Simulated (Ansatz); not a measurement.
## Dissociation curves of GeH3O (SMILES [O][GeH3])

GeH3O has 5 atoms, charge 0, and is taken as a doublet. As SMILES, `[O][GeH3]`. The coordinates come from a PBE0-D4/def2-TZVP relaxation.

```xyz
5

O    -1.4439    0.4186    0.7773
Ge    0.0723   -0.0563   -0.0569
H    -0.1622   -0.0912   -1.5747
H     0.5480   -1.4181    0.4715
H     1.0357    1.0734    0.3414
```

The O1–Ge2 distance is scanned; the parts on either side stay rigid. Basis STO-3G, 10 core orbitals frozen in the correlated methods; program Ansatz 0.2.0. FCI is exact within this basis and core. Energies in eV from each method's value at 1.795 Å; open shells run as named; a dash marks a point that is missing or didn't converge. The shape above is that at 1.795 Å.

```tsv
distance (Å)	UHF	UPBE	UBLYP	UMP2	UCCSD	UCCSD(T)	UBCCD(T)	FCI
1.795	0.00	0.00	0.00	0.00	0.00	0.00	0.00	0.00
2.243	1.22	1.33	1.28	1.46	0.94	0.95	0.94	0.94
2.692	1.89	3.15	3.06	2.38	2.25	2.26	2.25	2.23
3.589	2.12	4.40	4.35	2.63	2.81	2.83	2.83	2.83
4.486	2.12	4.46	4.41	2.63	–	–	–	2.85
```

Departure from the FCI curve at its largest: UHF -0.73 eV at 4.49 Å; UPBE +1.61 eV at 4.49 Å; UBLYP +1.57 eV at 4.49 Å; UMP2 +0.52 eV at 2.24 Å; UCCSD -0.02 eV at 3.59 Å; UCCSD(T) +0.02 eV at 2.69 Å; UBCCD(T) +0.01 eV at 2.69 Å. For the functionals part of the departure is owed to the small basis.
